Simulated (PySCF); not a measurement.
Bromoketene, C2HBrO.
SMILES with atom numbers: `[O:1]=[C:2]=[CH:3][Br:4]` (hydrogens: H5 on C3)

Structure used (PBE0-D3(BJ)/def2-SVP), in Å, numbered top down from 1:
```
atom  x, y, z in Å
O1     2.0014   -0.3506   -0.0033
C2     0.8743   -0.0772   -0.0053
C3    -0.4069    0.2346   -0.0078
Br4   -1.7088   -1.1174   -0.0131
H5    -0.7265    1.2766   -0.0084
```

Method: core-valence-separated Tamm–Dancoff BHandHLYP/aug-pcX-1 (pcseg-1 on H, def2-SVPD on Br) in PySCF, non-relativistic, gas phase, PBE0-D3(BJ)/def2-SVP geometry.

Computed oxygen K-edge spectrum, Gaussian lines of 0.3 eV full width, highest printed point 100; it ends one width below the last computed root. BHandHLYP without relativity tends to put these K edges a few eV too low, so spacings mean more than positions.

photon energy (eV), absorption and a bar:
```
    529.6          5 #
    529.8         74 ######################
    530.0        100 ##############################
    530.2         11 ###
    530.4          0 
    530.6          0 
    530.8          0 
    531.0          0 
    531.2          0 
    531.4          0 
    531.6          0 
    531.8          0 
    532.0          0 
    532.2          0 
    532.4          0 
    532.6          0 
    532.8          0 
    533.0          0 
    533.2          0 
    533.4          0 
    533.6          0 
    533.8          1 
    534.0         31 #########
    534.2         76 #######################
    534.4         16 #####
    534.6          0 
    534.8          0 
    535.0          5 #
    535.2          8 ##
    535.4          1 
    535.6          0 
    535.8          0 
    536.0          0 
    536.2          0 
    536.4          0 
    536.6          4 #
    536.8         10 ###
    537.0          6 ##
    537.2          7 ##
    537.4          6 ##
    537.6          1 
    537.8          0
```

Assign the maxima to core holes.

5 maxima:
- 529.9 eV: O1 (oxygen bonded to C), 529.92 eV, f = 0.048, 100 % of the height at the exact maximum
- 534.2 eV: O1 (oxygen bonded to C), 534.17 eV, f = 0.031, 100 % of the height at the exact maximum
- 535.1 eV: O1 (oxygen bonded to C), 535.14 eV, f = 0.003, 100 % of the height at the exact maximum
- 536.8 eV: O1 (oxygen bonded to C), 536.77 eV, f = 0.004, 99 % of the height at the exact maximum
- 537.1 eV: O1 (oxygen bonded to C), 537.13 eV, f = 0.003, 87 % of the height at the exact maximum

Roots within 0.03 eV on the same or equivalent atoms count as one line; shares under 12 % aren't listed.

Vibrational structure and lifetime widths aren't in the curve. The ionisation threshold wasn't computed; near and above it a finite basis only mimics Rydberg series and continuum. Relativistic effects, spin–orbit coupling among them, are left out although an element past zinc is present.
